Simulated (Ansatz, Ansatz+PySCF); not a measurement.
```xyz
17

C     0.0000   -0.3455   -2.7510
C     0.0000    0.5585   -1.3796
C     0.0000   -0.3380    0.0000
C     0.0000    0.5585    1.3796
C     0.0000   -0.3455    2.7510
H     0.0000    0.3345   -3.7262
H     0.9584   -1.0493   -2.8049
H    -0.9584   -1.0493   -2.8049
H    -0.9500    1.2803   -1.3761
H     0.9500    1.2803   -1.3761
H     0.9507   -1.0610    0.0000
H    -0.9507   -1.0610    0.0000
H    -0.9500    1.2803    1.3761
H     0.9500    1.2803    1.3761
H     0.0000    0.3345    3.7262
H    -0.9584   -1.0493    2.8049
H     0.9584   -1.0493    2.8049
```

Basis set: def2-SVP (spherical functions). Left uncorrelated: 5 orbitals. Charge 0, multiplicity 1.

Computed with Ansatz (development build ahead of 0.2.0); each method stands on the lowest determinant of its kind that the runs found. Restricted open shells among the atoms or ions are ROHF, correlated in semicanonical orbitals with singles.

Task: Give the atomization energy at this shape (free ground-state atoms in the same class of orbitals less the molecule, no zero-point energy) of singlet C₅H₁₂ by RHF-MP2, UHF-MP2, RHF, UHF.

Result:

```csv
method,atomization energy
RHF-MP2,1493.72 kcal/mol
UHF-MP2,1492.80 kcal/mol
RHF,1195.18 kcal/mol
UHF,1182.42 kcal/mol
```

Caution: the shape is not the minimum.
